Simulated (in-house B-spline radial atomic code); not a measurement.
RPA and G0W0 for Ag⁺, [Kr] 4d10, as one setting changes: the highest l of the empty states. Start: r2SCAN. A dash marks a level of low quasi-particle weight. Computed with an all-electron radial atomic-structure program (B-spline basis): all electrons, scalar-relativistic (spin-free one-electron X2C), finite nucleus, each spin shell either full or empty, empty states to the listed l with an (l + 1/2)⁻⁴ tail; G0W0 by contour deformation at full frequency.

| highest l of the empty states | RPA summed (Eh) | RPA extrapolated (Eh) | G0W0 level (eV) |
| --- | --- | --- | --- |
| 4 | -3.0254 | -3.5599 | - |
| 5 | ? | ? | ? |
| 6 | -3.3826 | -3.5839 | - |
| 7 | -3.4452 | -3.5729 | - |
| 8 | -3.4792 | -3.5601 | - |
| 9 | -3.4994 | -3.5537 | - |
| 10 | ? | ? | ? |
| 11 | -3.5202 | -3.5479 | - |

**Question.** What belongs in the row for 10?

**Answer.** RPA summed (Eh): -3.512; RPA extrapolated (Eh): -3.5501; G0W0 level (eV): -.

**Question.** What belongs in the row for 5?

**Answer.** RPA summed (Eh): -3.2654; RPA extrapolated (Eh): -3.5998; G0W0 level (eV): -.
